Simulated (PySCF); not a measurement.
# Excitation energy of Ca by level of theory

Ca [Ar] 4s2 (1S) → Ca [Ar] 4s1 4p1 (3P), as a difference of total energies. Computed with PySCF 2.14 in x2c-QZVPPall (11s7p4d3f, 73 functions), with the spin-free X2C one-electron Hamiltonian (Gaussian nucleus). Correlated levels: valence and next inner shell: [Ne] frozen. The calculations carry no spin-orbit coupling.

```json
{"method": "UHF", "excitation energy (eV)": "1.030", "error (eV)": "-0.862"}
{"method": "MP2 (valence and next inner shell)", "excitation energy (eV)": "1.821", "error (eV)": "-0.071"}
{"method": "SCS-MP2 (valence and next inner shell)", "excitation energy (eV)": "1.900", "error (eV)": "+0.008"}
{"method": "CCSD (valence and next inner shell)", "excitation energy (eV)": "1.835", "error (eV)": "-0.057"}
{"method": "CCSD(T) (valence and next inner shell)", "excitation energy (eV)": "1.895", "error (eV)": "+0.003"}
```

Reference: 1.892 eV (measured; NIST levels, between the centres of gravity of the two terms).

Errors of the correlated levels include the incompleteness of this basis and the frozen core.

The basis was made for the ground configuration and has no added diffuse functions, so the excitation energy can come out too high.
